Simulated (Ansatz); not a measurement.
Cartesian coordinates (Å):
SMILES: O/C=C/C[SiH3]
```xyz
13

O      2.8917     0.7874     0.1133
C      1.7804     0.1425    -0.3139
C      0.7175    -0.1842     0.4145
C     -0.4940    -0.8617    -0.1363
Si    -1.9915     0.2821    -0.1319
H      2.7961     0.9976     1.0478
H      1.8504    -0.0949    -1.3706
H      0.7024     0.0800     1.4714
H     -0.3162    -1.1919    -1.1647
H     -0.7425    -1.7591     0.4419
H     -2.2167     0.8115     1.2411
H     -3.2207    -0.4392    -0.5654
H     -1.7570     1.4298    -1.0473
```
Charge 0, multiplicity 1.

The numbers are results of frozen-core CCSD(T)/cc-pVTZ // PBE0-D3(BJ)/def2-TZVP (Ansatz, an electronic-structure program), not measurements.

```json
{
 "HF energy": "-482.11164 Ha",
 "MP2 correlation energy": "-0.86754 Ha"
}
```

### Question
Estimate the CCSD correlation energy, the (T) correction, the total energy and the T1 diagnostic.

### Answer

```
Quantity                         Value
-----------------------  -------------
CCSD correlation energy    -0.91521 Ha
(T) correction             -0.03753 Ha
CCSD(T) total energy     -483.06438 Ha
T1 diagnostic                    0.012
```
